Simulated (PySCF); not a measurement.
HOMO energy and vertical ionisation energy

ωB97X-D3(BJ)/ma-def2-TZVP single points (PySCF) on relaxed neutral molecules. The ionisation energy is the difference of two SCF energies at the neutral's structure.

| molecule | −ε(HOMO) / eV | vertical ionisation energy / eV |
| --- | --- | --- |
| propyl sulfide, `CCCSCCC` (C6H14S) | 8.65 | 8.40 |
| `CCSC` (C3H8S) | 8.72 | 8.64 |
| dimethyl sulfide, `CSC` (C2H6S) | 8.74 | ? |
| propylene sulfide, `C[C@H]1CS1` (C3H6S) | 8.96 | 8.90 |
| dimethyl disulfide, `CSSC` (C2H6S2) | 9.18 | 9.05 |
| ethanethiol, `CCS` (C2H6S) | 9.28 | 9.36 |
| methanethiol, `CS` (CH4S) | 9.31 | 9.50 |

**Question.** Fit a straight line to the complete rows and predict the ionisation energy of dimethyl sulfide, `CSC` (C2H6S).

**Answer.** IE = -3.898 + 1.428·(−ε) (6 points, rms 0.09 eV, correlation 0.973). At 8.74 this gives 8.58 eV; the calculation itself gave 8.75 eV, so the fit is off by 0.17.

(dimethyl sulfide) Structures, frequencies and single points took 3.8 min of wall time on 1 thread of Arm Neoverse V1 (shared host), launched as `OMP_NUM_THREADS=1 python redox_run.py task.json out`.
